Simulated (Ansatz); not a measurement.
Born–Oppenheimer molecular dynamics of BH3O3 (7 atoms, charge 0, multiplicity 1). It goes on from the last frame of an earlier run, with new velocities.

Theory: Ansatz 0.2.0, RKS PBE-D4/def2-SVP.

```
ensemble                      : NVE (Milne-controlled integrator)
time step                     : 0.5 fs
steps asked                   : 250
starting velocities drawn for : 300 K
masses                        : H 10 u
seed                          : 46483
```

Frames 1 fs apart, positions in Å, forces in eV/Å.

Velocities at 65 fs (Å/ps):

```
B 5.08 0.89 -3.49
O -6.43 0.63 -4.12
H -3.20 -1.95 0.53
O -0.59 -2.54 -4.64
H 0.41 0.71 5.62
O 3.01 2.75 -0.41
H 3.70 -1.07 12.29
```

```xyz
7
Properties=species:S:1:pos:R:3:forces:R:3 time_fs=65 energy_less_start_eV=-0.024 T=337
B 0.148 -0.226 0.151 -0.60 -1.09 -0.27
O -0.120 -0.065 1.529 0.61 0.33 -0.88
H -1.061 0.137 1.750 0.80 -0.25 -0.43
O 1.441 -0.375 -0.426 -1.54 0.65 0.60
H 1.359 -0.412 -1.415 -0.12 -0.07 0.97
O -0.925 -0.470 -0.729 -0.35 0.33 0.19
H -1.850 -0.483 -0.361 1.20 0.10 -0.19
7
Properties=species:S:1:pos:R:3:forces:R:3 time_fs=66 energy_less_start_eV=-0.022 T=333
B 0.152 -0.226 0.147 -0.79 -1.07 -0.16
O -0.126 -0.064 1.524 0.83 0.29 -0.87
H -1.064 0.135 1.750 0.69 -0.23 -0.45
O 1.440 -0.378 -0.430 -1.39 0.67 1.05
H 1.359 -0.412 -1.409 -0.14 -0.09 0.50
O -0.922 -0.467 -0.729 -0.52 0.31 0.20
H -1.846 -0.484 -0.349 1.33 0.11 -0.27
7
Properties=species:S:1:pos:R:3:forces:R:3 time_fs=67 energy_less_start_eV=-0.018 T=328
B 0.157 -0.226 0.143 -0.97 -1.03 -0.05
O -0.132 -0.063 1.519 1.04 0.25 -0.85
H -1.066 0.133 1.750 0.58 -0.20 -0.46
O 1.438 -0.380 -0.434 -1.22 0.69 1.51
H 1.359 -0.411 -1.402 -0.17 -0.11 0.00
O -0.920 -0.464 -0.729 -0.64 0.28 0.18
H -1.840 -0.485 -0.337 1.39 0.11 -0.34
7
Properties=species:S:1:pos:R:3:forces:R:3 time_fs=68 energy_less_start_eV=-0.015 T=324
B 0.160 -0.228 0.140 -1.13 -0.97 0.07
O -0.137 -0.062 1.514 1.24 0.21 -0.82
H -1.067 0.130 1.749 0.46 -0.17 -0.46
O 1.436 -0.381 -0.437 -1.04 0.69 1.95
H 1.359 -0.411 -1.396 -0.20 -0.13 -0.49
O -0.918 -0.461 -0.729 -0.73 0.24 0.13
H -1.833 -0.486 -0.325 1.39 0.12 -0.38
7
Properties=species:S:1:pos:R:3:forces:R:3 time_fs=69 energy_less_start_eV=-0.015 T=323
B 0.162 -0.230 0.136 -1.26 -0.90 0.18
O -0.141 -0.061 1.508 1.41 0.18 -0.78
H -1.069 0.128 1.748 0.35 -0.14 -0.46
O 1.433 -0.382 -0.438 -0.85 0.69 2.32
H 1.359 -0.410 -1.390 -0.22 -0.15 -0.92
O -0.916 -0.458 -0.729 -0.77 0.20 0.06
H -1.825 -0.487 -0.314 1.33 0.12 -0.41
7
Properties=species:S:1:pos:R:3:forces:R:3 time_fs=70 energy_less_start_eV=-0.019 T=329
B 0.163 -0.233 0.132 -1.36 -0.81 0.28
O -0.145 -0.059 1.502 1.53 0.14 -0.70
H -1.069 0.125 1.747 0.27 -0.12 -0.45
O 1.429 -0.383 -0.439 -0.66 0.67 2.57
H 1.359 -0.410 -1.384 -0.23 -0.16 -1.24
O -0.915 -0.454 -0.729 -0.76 0.16 -0.05
H -1.815 -0.487 -0.303 1.21 0.12 -0.40
7
Properties=species:S:1:pos:R:3:forces:R:3 time_fs=71 energy_less_start_eV=-0.031 T=347
B 0.163 -0.237 0.129 -1.42 -0.72 0.37
O -0.148 -0.058 1.495 1.61 0.12 -0.60
H -1.070 0.122 1.745 0.21 -0.11 -0.45
O 1.425 -0.383 -0.438 -0.48 0.64 2.65
H 1.358 -0.410 -1.381 -0.22 -0.17 -1.42
O -0.914 -0.451 -0.730 -0.72 0.11 -0.18
H -1.805 -0.488 -0.293 1.03 0.11 -0.38
7
Properties=species:S:1:pos:R:3:forces:R:3 time_fs=72 energy_less_start_eV=-0.050 T=377
B 0.161 -0.241 0.126 -1.43 -0.61 0.45
O -0.149 -0.057 1.488 1.62 0.10 -0.47
H -1.070 0.119 1.743 0.18 -0.10 -0.44
O 1.420 -0.383 -0.435 -0.31 0.61 2.55
H 1.357 -0.410 -1.378 -0.21 -0.17 -1.42
O -0.913 -0.447 -0.730 -0.65 0.07 -0.34
H -1.793 -0.488 -0.283 0.79 0.10 -0.32
7
Properties=species:S:1:pos:R:3:forces:R:3 time_fs=73 energy_less_start_eV=-0.075 T=416
B 0.159 -0.247 0.123 -1.39 -0.50 0.49
O -0.150 -0.055 1.480 1.58 0.09 -0.30
H -1.071 0.116 1.740 0.19 -0.10 -0.44
O 1.416 -0.383 -0.430 -0.15 0.56 2.28
H 1.357 -0.410 -1.377 -0.18 -0.16 -1.24
O -0.913 -0.443 -0.730 -0.55 0.02 -0.53
H -1.781 -0.489 -0.273 0.51 0.09 -0.25
7
Properties=species:S:1:pos:R:3:forces:R:3 time_fs=74 energy_less_start_eV=-0.101 T=456
B 0.155 -0.252 0.121 -1.28 -0.39 0.51
O -0.149 -0.053 1.473 1.47 0.09 -0.10
H -1.071 0.113 1.737 0.22 -0.11 -0.44
O 1.411 -0.382 -0.425 -0.02 0.50 1.86
H 1.355 -0.411 -1.377 -0.15 -0.16 -0.93
O -0.914 -0.440 -0.731 -0.44 -0.02 -0.73
H -1.768 -0.489 -0.263 0.19 0.07 -0.16
7
Properties=species:S:1:pos:R:3:forces:R:3 time_fs=75 energy_less_start_eV=-0.124 T=492
B 0.150 -0.258 0.120 -1.11 -0.27 0.48
O -0.148 -0.052 1.465 1.31 0.10 0.13
H -1.070 0.110 1.733 0.28 -0.12 -0.44
O 1.406 -0.381 -0.418 0.10 0.44 1.34
H 1.354 -0.411 -1.377 -0.11 -0.14 -0.52
O -0.914 -0.436 -0.732 -0.32 -0.06 -0.94
H -1.755 -0.489 -0.254 -0.15 0.05 -0.05
7
Properties=species:S:1:pos:R:3:forces:R:3 time_fs=76 energy_less_start_eV=-0.140 T=517
B 0.144 -0.264 0.118 -0.89 -0.16 0.42
O -0.146 -0.050 1.457 1.11 0.11 0.38
H -1.070 0.106 1.729 0.36 -0.12 -0.44
O 1.401 -0.379 -0.410 0.20 0.38 0.79
H 1.353 -0.412 -1.379 -0.08 -0.13 -0.06
O -0.915 -0.432 -0.734 -0.23 -0.09 -1.13
H -1.742 -0.489 -0.245 -0.48 0.02 0.05
```

Of the whole run (125 fs, mean temperature of the second half 397 K): The conserved energy stayed within 0.00086 meV per atom of its start (net change -0.00043 meV per atom), so the integration is sound. The kinetic energy rose, since the run started high on the potential surface and went downhill. A run of 0.12 ps of so small a system gives no equilibrium averages.

Time of the run: 5.9 min on 1 thread of Arm Neoverse V1, with other jobs on the host, peak memory 0.12 GiB.
